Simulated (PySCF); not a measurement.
## Correlation energy of Sb²⁺ (antimony, charge +2)

[Kr] 4d10 5s2 5p1, 2P determinant. Computed with PySCF 2.14 in aug-cc-pwCVDZ-PP with ECP28MDF (6s5p4d1f, 48 functions), with scalar relativity through the core potential. Frozen: 4s2 4p6 4d10; 3 electrons correlated.

MP2 pair energies summed by pair of shells (mhartree):

```
 pair  energy  share (%)
5s-5s  -17.92       57.9
5s-5p  -13.01       42.1
```

Total MP2 correlation energy: -30.93 mhartree.

Same-spin part -2.05 and opposite-spin part -28.88 mhartree; SCS-MP2 scales them by 1/3 and 6/5 to -35.34 mhartree.
